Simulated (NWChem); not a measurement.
disulfane (H₂S₂); SMILES SS

```xyz
4

S      0.0352    -1.0357     0.0553
S     -0.0352     1.0357     0.0553
H     -0.9144    -1.2637    -0.8848
H      0.9144     1.2637    -0.8848
```
Atoms are numbered in this order, from 1.

Computed with NWChem. Pople sets run with spherical d functions. STO-3G and 3-21G are far too small for this property and stand as cheap habits. Coordinates come from a PBE0/def2-SVP optimisation. Vertical excitations in the gas phase; the lowest state need not have the same character in each row.

| level | basis functions | lowest excitation, singlet (eV) | orbital gap (eV) | relative time |
|---|---|---|---|---|
| PBE/3-21G, TDA | 30 | 4.70 | 4.23 | 1 |
| PBE/6-31G*, TDA | 40 | 4.59 | 4.20 | 2 |
| PBE/6-31+G*, TDA | 48 | 4.47 | 4.12 | 3 |
| PBE/def2-SVP, TDA | 46 | 4.78 | 4.36 | 2 |
| PBE/def2-SVPD, TDA | 70 | 4.44 | 4.12 | 5 |
| PBE/def2-TZVP, TDA | 86 | 4.54 | 4.22 | 7 |
| PBE/aug-cc-pVDZ, TDA | 72 | 4.46 | 4.14 | 20 |
| PBE/def2-TZVPD, TDA | 110 | 4.43 | 4.13 | 20 |

Times are rough ratios from one shared machine.
